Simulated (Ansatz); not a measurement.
Basis sets compared for SbH2(iPr) (C₃H₉Sb). Total charge 0; singlet. Geometry r2SCAN-D4/def2-SVP. Ansatz on 4 threads of Intel Xeon on a shared host; times are rough, and most runs start from earlier orbitals.

```csv
atom,x (Å),y (Å),z (Å)
Sb1,-0.310,1.910,-0.853
H2,-1.722,1.522,-1.756
H3,-1.274,2.563,0.414
C4,-0.221,-0.097,0.092
C5,0.692,-0.054,1.312
C6,0.228,-1.132,-0.933
H7,-1.255,-0.313,0.410
H8,0.347,0.669,2.068
H9,1.726,0.216,1.036
H10,0.736,-1.045,1.800
H11,0.266,-2.139,-0.478
H12,-0.453,-1.187,-1.798
H13,1.240,-0.913,-1.315
```

In the def2 sets Sb takes a core potential; there is no spin–orbit coupling.

Binding counts from free atoms (Sb quartet, H doublet, C triplet) in the same basis, without a counterpoise term.

| level | functions | energy (Eh) | HOMO (eV) | LUMO (eV) | binding per atom (eV) | wall time |
| --- | --- | --- | --- | --- | --- | --- |
| PBE-D4/def2-SVP | 113 | -359.6988 | -5.75 | -0.84 | 3.67 | 2.5 s |
| PBE0-D4/def2-SVP | 113 | -359.7390 | -6.78 | -0.08 | 3.63 | 3.1 s |

(1) Estimate the rows for PBE-D4/def2-TZVP, PBE0-D4/def2-TZVP.

Answers

(1) 
```tsv
level	functions	energy (Eh)	HOMO (eV)	LUMO (eV)	binding per atom (eV)	wall time
PBE-D4/def2-TZVP	197	-359.8396	-5.85	-1.08	3.66	4.7 s
PBE0-D4/def2-TZVP	197	-359.8746	-6.84	-0.33	3.61	8.1 s
```
